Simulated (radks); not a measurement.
All-electron atom: In II in [Kr] 4d8 5s2 6s2 (not the ground configuration). All-electron calculation, scalar-relativistic Kohn-Sham, Wu-Cohen GGA, spin-unpolarised, spherical densities, finite nucleus; Fermi nuclear charge, rms radius 4.6156 fm. Program: a radial shooting solver on a logarithmic mesh with Libxc functionals.

Unscreened Slater integrals over Kohn-Sham orbitals (eV).

integral,value
"F0(6s,6s)",4.8593
"F0(6s,5s)",6.0093
"G0(6s,5s)",0.32867
"F0(6s,4d)",6.3730
"G2(6s,4d)",0.25508
"F0(6s,4p)",6.4369
"G1(6s,4p)",0.16207
"F0(5s,5s)",11.452
"F0(5s,4d)",13.879
"G2(5s,4d)",2.0116
"F0(5s,4p)",14.257
"G1(5s,4p)",1.0421
"F0(4d,4d)",22.376
"F2(4d,4d)",11.288
"F4(4d,4d)",7.4512
"F0(4d,4p)",24.360
"F2(4d,4p)",12.266
"G1(4d,4p)",15.559
"G3(4d,4p)",9.5874
"F0(4p,4p)",26.973
"F2(4p,4p)",14.164

Derived for the open shells (J is the average intra-shell exchange parameter used in DFT+U). 4d: Racah B = F2/49 - 5 F4/441 = 0.1459 eV, C = 35 F4/441 = 0.5914 eV, C/B = 4.05, F4/F2 = 0.660, J = (F2 + F4)/14 = 1.339 eV.
